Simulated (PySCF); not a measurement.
Excitations are Tamm–Dancoff values on a coarser integration grid. The basis has no diffuse functions, so Rydberg states are missing or too high.

Species: BCl$_{2}$I, SMILES `ClB(Cl)I` (charge 0, multiplicity 1).

What HOMO, S1–T1 gap (TDA) and brightest of the four lowest singlets (TDA) does PBE0-D3(BJ)/def2-TZVP in PySCF give?


```yaml
HOMO: -7.89 eV
S1–T1 gap (TDA): 0.15 eV
brightest of the four lowest singlets (TDA): 5.40 eV
```
